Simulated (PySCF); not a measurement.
CH₃, SMILES [CH3], multiplicity 2.

The structure is a stationary point at PBE-D3(BJ)/def2-TZVPD.

All values below come from r2SCAN/def2-TZVPD run with PySCF.

The total energy comes out as -39.82793 hartree. The point group is D3h and the α spin, highest occupied and lowest empty level is -5.88 and 0.80 eV. The β spin, highest occupied and lowest empty level comes out as -10.30 and -2.00 eV. The dipole moment is 0.00 D and the quadrupole, principal values (traceless, Buckingham form, about the centre of nuclear charge) is -1.83, 0.91, 0.91 D·Å. The mean static polarisability is 16.2 bohr³ (2.40 Å³) and the polarisability, principal values comes out as 16.0, 16.3, 16.3 bohr³. The ⟨S²⟩ is 0.757 (pure state 0.75).
